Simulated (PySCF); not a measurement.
Rigid-rotor lines calculated for a species of formula [C5H3F2O2S]- (commonest isotopes; PySCF 2.14.0, PBE0-D3(BJ)/def2-SVP geometry optimisation, gas phase), labelled J(Ka,Kc):

| transition | MHz |
| --- | --- |
| 2(1,1) ← 1(1,0) | 2370.3 |
| 2(0,2) ← 1(0,1) | 2293.8 |
| 1(1,1) ← 0(0,0) | 3583.2 |
| 1(0,1) ← 0(0,0) | 1147.7 |
| 2(1,2) ← 1(1,1) | 2220.7 |

(1) Find the rotational constants.

(2) What moments of inertia, asymmetry and inertial defect follow?

(3) Which dipole components do these lines need?

(4) Predict further lines from these constants: 2(1,1) ← 2(0,2); 1(1,0) ← 1(0,1); 1(1,1) ← 1(0,1); 2(1,2) ← 2(0,2); 2(1,1) ← 1(0,1); 2(2,0) ← 1(1,0); 2(2,0) ← 2(1,1).

(5) Which structure gave them?

## Answers

(1) 1(0,1) ← 0(0,0) is B + C, 2(1,1) ← 1(1,0) is 3B + C and 2(1,2) ← 1(1,1) is B + 3C, so B − C is half the difference of the last two, 74.8 MHz. 1(1,1) ← 0(0,0) is A + C. A = 3046.7, B = 611.3, C = 536.5 MHz.

(2) I = 505379 MHz·u·Å² over each constant: Ia = 165.88, Ib = 826.75, Ic = 942.07 u·Å²; κ = (2B − A − C)/(A − C) = -0.940 (near-prolate asymmetric top); Δ = Ic − Ia − Ib = -50.56 u·Å².

(3) μa and μb (a-type: ΔKa even, ΔKc odd; b-type: both odd). The calculation gives |μa| = 6.42 D, |μb| = 0.45 D, |μc| = 0.55 D, about the centre of mass.

(4) 
```
     transition   MHz  type  branch
2(1,2) ← 2(0,2)  2362     c       Q
1(1,1) ← 1(0,1)  2435     c       Q
1(1,0) ← 1(0,1)  2510     b       Q
2(1,1) ← 2(0,2)  2587     b       Q
2(1,1) ← 1(0,1)  4881     c       R
2(2,0) ← 2(1,1)  7308     b       Q
2(2,0) ← 1(1,0)  9678     c       R
```

(5) `[O-]C1=CC=C(OC(F)F)S1`, point group C1. Three constants can't fix a structure by themselves; this is the one that was computed:
```xyz
13
C5H3F2O2S angstrom
O     -3.263    0.270   -1.349
C     -2.251    0.000   -0.720
C     -1.984   -0.426    0.594
C     -0.618   -0.645    0.920
C      0.252   -0.421   -0.104
O      1.640   -0.522   -0.044
C      2.248    0.569    0.448
F      2.353    0.509    1.803
F      3.514    0.598   -0.016
S     -0.539    0.109   -1.566
H     -2.812   -0.577    1.290
H     -0.270   -0.961    1.907
H      1.725    1.505    0.184
```

The values belong to one conformer (point group C1) with, in the numbering `[O-:1][c:2]1[cH:3][cH:4][c:5]([O:6][CH:7]([F:8])[F:9])[s:10]1`, C4–C5–O6–C7 -83°, C5–O6–C7–F8 88°. Not checked by PBE0-D3(BJ)/def2-SVP frequencies. Constants of a rigid frame at the computed geometry: no zero-point averaging, no centrifugal distortion.
